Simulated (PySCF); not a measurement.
CH₆ClGeN, SMILES [CH3][Ge@H]([NH2])[Cl]. Atoms are numbered in the order given.

```xyz
10

C     -1.4813    -1.2882    -0.1104
Ge     0.0250    -0.1186    -0.4300
N      1.5694    -1.0683    -0.2846
Cl    -0.1009     1.4747     1.0712
H     -1.4948    -2.0957    -0.8566
H     -1.4041    -1.7281     0.8942
H     -2.4199    -0.7204    -0.1703
H      0.0364     0.5921    -1.7899
H      1.6787    -1.5765     0.5893
H      2.4198    -0.5401    -0.4615
```
Charge 0, spin multiplicity 1.

Geometry optimised at PBE0-D3(BJ)/def2-SVP. The structure was generated by enumeration; whether it is a known compound was not checked. The values are those of a single conformer.

These are PySCF with PBE/def2-TZVP values and carry that method's errors.

ESP charges are fitted to the potential on shells at 1.4 to 2.0 van der Waals radii. Atomic charges (e):

```
atom  meta-Löwdin  ESP fit  Mulliken
----  -----------  -------  --------
C1          -0.56    -0.64     -0.43
Ge2          0.77     0.60      0.44
N3          -0.67    -0.88     -0.56
Cl4         -0.36    -0.30     -0.34
H5           0.14     0.19      0.14
H6           0.14     0.20      0.14
H7           0.14     0.17      0.15
H8          -0.06    -0.05      0.01
H9           0.23     0.36      0.23
H10          0.23     0.35      0.23
```
